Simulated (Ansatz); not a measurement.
A short molecular-dynamics run on CH₉BNPSi.

```yaml
crystal:
  periodic: [false, false, false]
  atoms:
    - {symbol: B, position_ang: [-1.020405, 0.288111, 1.135827]}
    - {symbol: Si, position_ang: [0.010535, -0.770548, -0.142462]}
    - {symbol: C, position_ang: [1.451523, -1.885527, 0.283853]}
    - {symbol: P, position_ang: [0.047307, 1.700598, 0.277787]}
    - {symbol: N, position_ang: [-0.969152, 2.202277, -0.945683]}
    - {symbol: H, position_ang: [-2.186506, 0.470806, 0.909375]}
    - {symbol: H, position_ang: [-0.676032, 0.126392, 2.276171]}
    - {symbol: H, position_ang: [-0.403941, -0.907261, -1.567304]}
    - {symbol: H, position_ang: [1.934645, -1.534827, 1.198165]}
    - {symbol: H, position_ang: [2.192113, -1.944961, -0.514581]}
    - {symbol: H, position_ang: [1.072020, -2.892890, 0.480087]}
    - {symbol: H, position_ang: [0.970424, 0.635096, -0.513119]}
    - {symbol: H, position_ang: [-1.808558, 1.688919, -1.165946]}
    - {symbol: H, position_ang: [-0.626975, 2.794617, -1.683470]}
basis:
  gaussian: {orbitals: def2-SVP}
hamiltonian: {xc: {name: BLYP}, dispersion: d3bjatm}
md: {timestep: 0.5 fs, n_steps: 20, ensemble: nvt_langevin, temperature: 1000, initial_velocities: maxwell_boltzmann, friction: 0.01, seed: 195}
```

```sh
$ ansatz run in.yaml --threads 4 --pin off --events-out ev --progress --plain --max-ram 10444MiB
```

```
step  time (fs)  potential energy (eV)  kinetic (eV)  T (K)  conserved (eV)
   0        0.0            -20506.2876        1.6804    929               –
   1        0.5            -20506.2698        1.6346    903               –
   2        1.0            -20506.2282        1.6028    886               –
   3        1.5            -20506.1793        1.5249    843               –
   4        2.0            -20506.1314        1.4275    789               –
   5        2.5            -20506.0847        1.4242    787               –
   6        3.0            -20506.0286        1.4094    779               –
   7        3.5            -20505.9601        1.2725    703               –
   8        4.0            -20505.8879        1.1380    629               –
   9        4.5            -20505.8117        1.0366    573               –
  10        5.0            -20505.7343        1.0011    553               –
  11        5.5            -20505.6623        1.0126    560               –
  12        6.0            -20505.6009        0.9030    499               –
  13        6.5            -20505.5531        0.8366    462               –
  14        7.0            -20505.5162        0.8395    464               –
  15        7.5            -20505.4891        0.7872    435               –
  16        8.0            -20505.4717        0.7373    407               –
  17        8.5            -20505.4610        0.7278    402               –
  18        9.0            -20505.4587        0.7587    419               –
  19        9.5            -20505.4630        0.7594    420               –
  20       10.0            -20505.4697        0.8026    444               –
```

Velocities are drawn at the set temperature; a run this short doesn't reach equilibrium.

Frames (Å, forces in eV/Å):

```xyz
14
time=0.0 fs
B    -1.020    0.288    1.136   -0.009   -0.104    0.014
Si    0.011   -0.771   -0.142   -0.218   -0.241   -0.109
C     1.452   -1.886    0.284   -0.062    0.031   -0.034
P     0.047    1.701    0.278    0.628    0.577    0.794
N    -0.969    2.202   -0.946   -0.231    0.245   -0.007
H    -2.187    0.471    0.909   -0.361    0.033   -0.049
H    -0.676    0.126    2.276    0.090   -0.064    0.354
H    -0.404   -0.907   -1.567   -0.075   -0.033   -0.242
H     1.935   -1.535    1.198    0.239    0.168    0.451
H     2.192   -1.945   -0.515    0.389   -0.043   -0.396
H     1.072   -2.893    0.480   -0.170   -0.504    0.103
H     0.970    0.635   -0.513    0.219   -0.178   -0.106
H    -1.809    1.689   -1.166   -0.639   -0.316   -0.207
H    -0.627    2.795   -1.683    0.202    0.430   -0.566
14
time=0.5 fs
B    -1.019    0.295    1.137   -0.289   -0.082   -0.423
Si    0.011   -0.770   -0.142   -0.158   -0.225   -0.168
C     1.454   -1.893    0.284    0.208    0.125   -0.556
P     0.046    1.699    0.279    0.746    0.729    0.620
N    -0.974    2.206   -0.947    0.007    0.203    0.366
H    -2.185    0.504    0.898   -0.225   -0.039   -0.013
H    -0.691    0.126    2.263    0.198   -0.107    0.723
H    -0.381   -0.877   -1.579   -0.081   -0.071   -0.178
H     1.950   -1.552    1.189    0.272    0.257    0.611
H     2.208   -1.945   -0.525   -0.022   -0.081   -0.033
H     1.070   -2.896    0.486   -0.164   -0.571    0.057
H     0.972    0.647   -0.532    0.176   -0.185    0.008
H    -1.793    1.667   -1.153   -0.924   -0.440   -0.344
H    -0.639    2.791   -1.689    0.256    0.488   -0.671
14
time=1.0 fs
B    -1.018    0.302    1.138   -0.545   -0.060   -0.818
Si    0.012   -0.770   -0.142   -0.109   -0.213   -0.239
C     1.457   -1.901    0.284    0.458    0.193   -0.989
P     0.045    1.697    0.281    0.876    0.887    0.458
N    -0.979    2.210   -0.948    0.152    0.134    0.687
H    -2.184    0.537    0.885   -0.087   -0.116    0.030
H    -0.703    0.125    2.253    0.283   -0.147    1.039
H    -0.361   -0.846   -1.591   -0.079   -0.111   -0.095
H     1.969   -1.570    1.181    0.277    0.325    0.715
H     2.222   -1.947   -0.537   -0.390   -0.114    0.290
H     1.069   -2.901    0.491   -0.153   -0.600    0.013
H     0.973    0.658   -0.551    0.131   -0.188    0.124
H    -1.778    1.645   -1.140   -1.108   -0.510   -0.460
H    -0.650    2.788   -1.696    0.293    0.520   -0.755
14
time=1.5 fs
B    -1.017    0.309    1.140   -0.743   -0.052   -1.108
Si    0.012   -0.769   -0.142   -0.050   -0.217   -0.312
C     1.459   -1.909    0.285    0.648    0.234   -1.248
P     0.044    1.695    0.282    1.009    1.042    0.302
N    -0.983    2.214   -0.949    0.175    0.032    0.883
H    -2.182    0.567    0.873    0.032   -0.189    0.077
H    -0.715    0.123    2.248    0.331   -0.173    1.240
H    -0.339   -0.817   -1.603   -0.080   -0.150   -0.007
H     1.988   -1.588    1.176    0.246    0.369    0.740
H     2.234   -1.952   -0.546   -0.674   -0.145    0.528
H     1.069   -2.908    0.498   -0.132   -0.571   -0.041
H     0.975    0.668   -0.570    0.082   -0.186    0.242
H    -1.766    1.622   -1.127   -1.131   -0.473   -0.540
H    -0.659    2.785   -1.705    0.290    0.479   -0.757
14
time=2.0 fs
B    -1.016    0.317    1.141   -0.891   -0.054   -1.301
Si    0.013   -0.769   -0.142    0.009   -0.229   -0.389
C     1.462   -1.918    0.285    0.813    0.269   -1.337
P     0.044    1.694    0.283    1.135    1.193    0.146
N    -0.987    2.218   -0.951    0.089   -0.098    0.929
H    -2.180    0.599    0.861    0.130   -0.263    0.124
H    -0.724    0.121    2.246    0.351   -0.187    1.343
H    -0.318   -0.790   -1.615   -0.082   -0.187    0.090
H     2.008   -1.606    1.172    0.165    0.384    0.678
H     2.245   -1.959   -0.553   -0.889   -0.169    0.690
H     1.069   -2.915    0.506   -0.109   -0.514   -0.097
H     0.978    0.678   -0.588    0.035   -0.180    0.355
H    -1.756    1.599   -1.117   -1.003   -0.322   -0.582
H    -0.666    2.783   -1.716    0.246    0.356   -0.648
14
time=2.5 fs
B    -1.015    0.324    1.142   -1.025   -0.064   -1.377
Si    0.013   -0.768   -0.142    0.064   -0.248   -0.506
C     1.466   -1.926    0.285    0.979    0.330   -1.251
P     0.044    1.692    0.284    1.258    1.349   -0.014
N    -0.990    2.223   -0.953   -0.095   -0.280    0.846
H    -2.177    0.631    0.851    0.238   -0.345    0.173
H    -0.732    0.120    2.248    0.343   -0.184    1.336
H    -0.299   -0.765   -1.628   -0.073   -0.223    0.225
H     2.028   -1.622    1.173    0.017    0.360    0.500
H     2.254   -1.967   -0.557   -1.037   -0.185    0.789
H     1.069   -2.923    0.513   -0.086   -0.451   -0.148
H     0.982    0.688   -0.604   -0.018   -0.175    0.463
H    -1.750    1.575   -1.108   -0.739   -0.051   -0.594
H    -0.673    2.783   -1.731    0.173    0.168   -0.442
14
time=3.0 fs
B    -1.013    0.330    1.142   -1.141   -0.089   -1.343
Si    0.014   -0.768   -0.142    0.111   -0.275   -0.668
C     1.469   -1.934    0.285    1.127    0.361   -1.063
P     0.044    1.691    0.286    1.380    1.515   -0.175
N    -0.993    2.228   -0.954   -0.302   -0.485    0.700
H    -2.175    0.663    0.842    0.349   -0.430    0.220
H    -0.739    0.119    2.253    0.313   -0.162    1.223
H    -0.279   -0.740   -1.645   -0.059   -0.259    0.399
H     2.048   -1.637    1.176   -0.167    0.312    0.270
H     2.263   -1.976   -0.560   -1.142   -0.196    0.848
H     1.070   -2.932    0.520   -0.046   -0.342   -0.201
H     0.988    0.700   -0.619   -0.074   -0.170    0.568
H    -1.744    1.552   -1.100   -0.437    0.274   -0.600
H    -0.680    2.784   -1.747    0.087   -0.052   -0.178
14
time=3.5 fs
B    -1.012    0.337    1.143   -1.206   -0.135   -1.267
Si    0.015   -0.767   -0.143    0.149   -0.302   -0.817
C     1.473   -1.941    0.284    1.236    0.320   -0.808
P     0.044    1.689    0.287    1.498    1.676   -0.317
N    -0.997    2.233   -0.956   -0.482   -0.677    0.542
H    -2.171    0.693    0.834    0.417   -0.502    0.258
H    -0.747    0.118    2.259    0.279   -0.135    1.077
H    -0.258   -0.715   -1.661   -0.052   -0.296    0.565
H     2.068   -1.650    1.180   -0.367    0.250    0.015
H     2.269   -1.986   -0.562   -1.209   -0.198    0.874
H     1.070   -2.944    0.525    0.020   -0.159   -0.259
H     0.993    0.711   -0.631   -0.118   -0.164    0.658
H    -1.740    1.531   -1.092   -0.177    0.583   -0.612
H    -0.688    2.785   -1.763    0.012   -0.262    0.090
14
time=4.0 fs
B    -1.012    0.343    1.143   -1.222   -0.196   -1.130
Si    0.015   -0.767   -0.143    0.186   -0.325   -0.935
C     1.477   -1.948    0.283    1.276    0.242   -0.511
P     0.043    1.688    0.287    1.612    1.820   -0.435
N    -1.000    2.238   -0.957   -0.649   -0.866    0.397
H    -2.166    0.720    0.827    0.442   -0.562    0.285
H    -0.753    0.118    2.267    0.237   -0.100    0.888
H    -0.237   -0.692   -1.675   -0.056   -0.334    0.701
H     2.087   -1.661    1.184   -0.562    0.182   -0.234
H     2.272   -1.997   -0.564   -1.213   -0.190    0.851
H     1.069   -2.956    0.529    0.097    0.052   -0.309
H     0.997    0.720   -0.642   -0.150   -0.153    0.733
H    -1.735    1.512   -1.085    0.035    0.858   -0.621
H    -0.697    2.786   -1.778   -0.034   -0.429    0.319
14
time=4.5 fs
B    -1.011    0.349    1.143   -1.225   -0.265   -0.960
Si    0.016   -0.766   -0.143    0.216   -0.345   -1.028
C     1.481   -1.955    0.281    1.248    0.142   -0.224
P     0.043    1.687    0.289    1.716    1.961   -0.549
N    -1.004    2.243   -0.957   -0.778   -1.040    0.306
H    -2.160    0.746    0.822    0.456   -0.616    0.305
H    -0.760    0.120    2.277    0.197   -0.063    0.671
H    -0.215   -0.669   -1.687   -0.067   -0.371    0.812
H     2.105   -1.671    1.186   -0.730    0.120   -0.427
H     2.271   -2.008   -0.564   -1.168   -0.181    0.775
H     1.068   -2.969    0.530    0.179    0.271   -0.347
H     1.000    0.730   -0.652   -0.176   -0.142    0.804
H    -1.730    1.496   -1.080    0.178    1.077   -0.633
H    -0.709    2.787   -1.790   -0.046   -0.548    0.494
14
time=5.0 fs
B    -1.011    0.354    1.143   -1.235   -0.334   -0.795
Si    0.018   -0.766   -0.144    0.238   -0.364   -1.099
C     1.484   -1.962    0.280    1.157    0.021    0.027
P     0.043    1.686    0.290    1.804    2.106   -0.663
N    -1.008    2.247   -0.957   -0.885   -1.225    0.293
H    -2.155    0.769    0.818    0.476   -0.666    0.323
H    -0.766    0.123    2.287    0.162   -0.030    0.463
H    -0.192   -0.648   -1.698   -0.084   -0.407    0.905
H     2.121   -1.679    1.185   -0.861    0.069   -0.558
H     2.268   -2.020   -0.563   -1.086   -0.172    0.666
H     1.065   -2.982    0.529    0.262    0.493   -0.376
H     1.002    0.742   -0.660   -0.197   -0.133    0.867
H    -1.724    1.481   -1.076    0.269    1.250   -0.643
H    -0.722    2.788   -1.799   -0.021   -0.606    0.589
14
time=5.5 fs
B    -1.010    0.359    1.143   -1.246   -0.400   -0.612
Si    0.019   -0.766   -0.145    0.255   -0.389   -1.152
C     1.488   -1.968    0.279    0.989   -0.118    0.245
P     0.043    1.685    0.291    1.863    2.244   -0.778
N    -1.012    2.252   -0.957   -0.967   -1.412    0.346
H    -2.150    0.793    0.814    0.504   -0.720    0.348
H    -0.770    0.126    2.297    0.121    0.003    0.240
H    -0.167   -0.627   -1.708   -0.104   -0.443    0.988
H     2.136   -1.688    1.184   -0.947    0.040   -0.634
H     2.262   -2.031   -0.563   -0.960   -0.162    0.528
H     1.063   -2.995    0.528    0.338    0.711   -0.399
H     1.004    0.754   -0.666   -0.206   -0.122    0.918
H    -1.718    1.470   -1.075    0.319    1.365   -0.636
H    -0.737    2.786   -1.806    0.041   -0.598    0.599
14
time=6.0 fs
B    -1.010    0.364    1.143   -1.238   -0.467   -0.413
Si    0.020   -0.766   -0.146    0.267   -0.418   -1.182
C     1.493   -1.974    0.278    0.736   -0.270    0.446
P     0.044    1.683    0.293    1.898    2.369   -0.882
N    -1.017    2.256   -0.957   -0.972   -1.523    0.421
H    -2.145    0.815    0.810    0.521   -0.770    0.374
H    -0.773    0.129    2.309    0.076    0.039    0.003
H    -0.143   -0.607   -1.716   -0.124   -0.476    1.053
H     2.149   -1.700    1.180   -0.983    0.040   -0.648
H     2.254   -2.042   -0.561   -0.793   -0.157    0.349
H     1.062   -3.008    0.528    0.409    0.920   -0.427
H     1.004    0.766   -0.670   -0.202   -0.109    0.950
H    -1.711    1.464   -1.077    0.290    1.382   -0.622
H    -0.751    2.783   -1.812    0.116   -0.560    0.578
14
time=6.5 fs
B    -1.009    0.368    1.143   -1.220   -0.539   -0.221
Si    0.022   -0.767   -0.146    0.272   -0.446   -1.179
C     1.497   -1.979    0.278    0.422   -0.402    0.638
P     0.044    1.682    0.294    1.921    2.487   -0.968
N    -1.022    2.260   -0.957   -0.905   -1.541    0.492
H    -2.138    0.836    0.807    0.514   -0.809    0.393
H    -0.774    0.132    2.319    0.037    0.071   -0.209
H    -0.121   -0.589   -1.721   -0.141   -0.506    1.095
H     2.160   -1.712    1.176   -0.980    0.061   -0.617
H     2.243   -2.053   -0.560   -0.583   -0.160    0.126
H     1.061   -3.019    0.528    0.464    1.090   -0.450
H     1.003    0.779   -0.670   -0.185   -0.099    0.959
H    -1.702    1.461   -1.083    0.186    1.296   -0.603
H    -0.764    2.779   -1.818    0.198   -0.504    0.545
14
time=7.0 fs
B    -1.009    0.372    1.143   -1.204   -0.611   -0.051
Si    0.023   -0.768   -0.146    0.268   -0.474   -1.135
C     1.503   -1.985    0.278    0.059   -0.507    0.808
P     0.045    1.681    0.295    1.917    2.600   -1.049
N    -1.026    2.263   -0.957   -0.824   -1.548    0.620
H    -2.132    0.855    0.806    0.503   -0.841    0.403
H    -0.776    0.136    2.329    0.009    0.094   -0.386
H    -0.101   -0.571   -1.723   -0.155   -0.532    1.106
H     2.168   -1.725    1.172   -0.939    0.092   -0.561
H     2.231   -2.062   -0.560   -0.343   -0.167   -0.114
H     1.060   -3.030    0.527    0.505    1.226   -0.464
H     1.003    0.793   -0.666   -0.158   -0.093    0.951
H    -1.693    1.460   -1.092    0.058    1.156   -0.569
H    -0.777    2.773   -1.821    0.304   -0.396    0.441
14
time=7.5 fs
B    -1.007    0.376    1.143   -1.199   -0.667    0.079
Si    0.025   -0.769   -0.147    0.261   -0.501   -1.062
C     1.508   -1.991    0.278   -0.326   -0.564    0.882
P     0.046    1.679    0.296    1.891    2.699   -1.115
N    -1.031    2.265   -0.958   -0.740   -1.561    0.816
H    -2.125    0.872    0.806    0.500   -0.871    0.410
H    -0.779    0.140    2.337   -0.007    0.107   -0.522
H    -0.081   -0.554   -1.722   -0.168   -0.553    1.091
H     2.174   -1.738    1.165   -0.837    0.142   -0.434
H     2.218   -2.070   -0.561   -0.111   -0.177   -0.346
H     1.061   -3.038    0.524    0.519    1.294   -0.460
H     1.005    0.808   -0.659   -0.129   -0.089    0.930
H    -1.684    1.461   -1.103   -0.086    0.978   -0.528
H    -0.789    2.766   -1.823    0.431   -0.237    0.259
14
time=8.0 fs
B    -1.006    0.380    1.142   -1.189   -0.724    0.200
Si    0.026   -0.770   -0.148    0.256   -0.524   -0.963
C     1.513   -1.996    0.279   -0.728   -0.553    0.903
P     0.047    1.679    0.297    1.851    2.788   -1.163
N    -1.036    2.267   -0.958   -0.601   -1.500    1.006
H    -2.119    0.887    0.805    0.489   -0.891    0.416
H    -0.780    0.145    2.343   -0.023    0.114   -0.635
H    -0.061   -0.538   -1.718   -0.182   -0.570    1.050
H     2.177   -1.751    1.157   -0.687    0.208   -0.251
H     2.204   -2.077   -0.563    0.130   -0.193   -0.594
H     1.063   -3.042    0.521    0.500    1.275   -0.440
H     1.006    0.822   -0.650   -0.092   -0.085    0.892
H    -1.675    1.465   -1.114   -0.270    0.735   -0.496
H    -0.800    2.758   -1.824    0.548   -0.079    0.077
14
time=8.5 fs
B    -1.006    0.383    1.141   -1.157   -0.790    0.306
Si    0.028   -0.771   -0.149    0.243   -0.541   -0.842
C     1.518   -2.002    0.279   -1.131   -0.486    0.908
P     0.049    1.678    0.298    1.780    2.869   -1.187
N    -1.041    2.269   -0.958   -0.374   -1.284    1.068
H    -2.113    0.898    0.802    0.461   -0.896    0.422
H    -0.780    0.151    2.348   -0.043    0.116   -0.729
H    -0.042   -0.522   -1.713   -0.194   -0.582    0.989
H     2.180   -1.762    1.148   -0.516    0.275   -0.049
H     2.189   -2.083   -0.565    0.377   -0.212   -0.860
H     1.064   -3.042    0.517    0.462    1.195   -0.405
H     1.007    0.836   -0.638   -0.038   -0.090    0.829
H    -1.666    1.470   -1.127   -0.491    0.423   -0.474
H    -0.806    2.751   -1.827    0.620    0.004    0.025
14
time=9.0 fs
B    -1.006    0.387    1.140   -1.083   -0.865    0.402
Si    0.030   -0.772   -0.150    0.218   -0.554   -0.717
C     1.522   -2.007    0.279   -1.458   -0.347    0.781
P     0.050    1.678    0.299    1.676    2.946   -1.184
N    -1.046    2.271   -0.958   -0.088   -0.952    1.034
H    -2.105    0.906    0.798    0.396   -0.880    0.419
H    -0.780    0.157    2.353   -0.062    0.111   -0.805
H    -0.023   -0.508   -1.707   -0.204   -0.586    0.924
H     2.180   -1.771    1.137   -0.310    0.341    0.187
H     2.176   -2.089   -0.570    0.557   -0.223   -1.045
H     1.065   -3.038    0.511    0.392    1.026   -0.345
H     1.008    0.852   -0.622    0.040   -0.111    0.739
H    -1.658    1.478   -1.142   -0.734    0.056   -0.462
H    -0.809    2.744   -1.832    0.660    0.037    0.071
14
time=9.5 fs
B    -1.006    0.389    1.139   -0.961   -0.944    0.480
Si    0.032   -0.773   -0.152    0.183   -0.566   -0.577
C     1.525   -2.013    0.278   -1.682   -0.162    0.506
P     0.052    1.678    0.300    1.532    3.018   -1.156
N    -1.051    2.273   -0.958    0.205   -0.609    0.995
H    -2.095    0.910    0.795    0.283   -0.839    0.401
H    -0.781    0.166    2.356   -0.076    0.095   -0.851
H    -0.005   -0.494   -1.700   -0.212   -0.584    0.845
H     2.177   -1.778    1.128   -0.075    0.408    0.436
H     2.164   -2.096   -0.578    0.648   -0.218   -1.105
H     1.066   -3.032    0.505    0.287    0.790   -0.269
H     1.009    0.869   -0.604    0.140   -0.144    0.622
H    -1.652    1.486   -1.158   -0.960   -0.309   -0.454
H    -0.809    2.738   -1.836    0.688    0.064    0.129
14
time=10.0 fs
B    -1.006    0.392    1.138   -0.794   -1.016    0.534
Si    0.034   -0.774   -0.153    0.147   -0.587   -0.404
C     1.528   -2.019    0.278   -1.824    0.056    0.103
P     0.055    1.679    0.301    1.345    3.084   -1.103
N    -1.055    2.274   -0.958    0.426   -0.361    0.928
H    -2.084    0.914    0.794    0.133   -0.780    0.366
H    -0.781    0.177    2.357   -0.085    0.066   -0.862
H     0.012   -0.482   -1.690   -0.219   -0.572    0.734
H     2.173   -1.783    1.119    0.176    0.479    0.700
H     2.155   -2.103   -0.588    0.662   -0.204   -1.056
H     1.068   -3.026    0.499    0.160    0.512   -0.188
H     1.010    0.884   -0.583    0.260   -0.191    0.482
H    -1.649    1.494   -1.176   -1.095   -0.573   -0.427
H    -0.807    2.733   -1.840    0.707    0.086    0.196
```

Run time 29 s (4 threads of an Arm Neoverse V2 on a shared host); peak host memory 0.51 GiB.
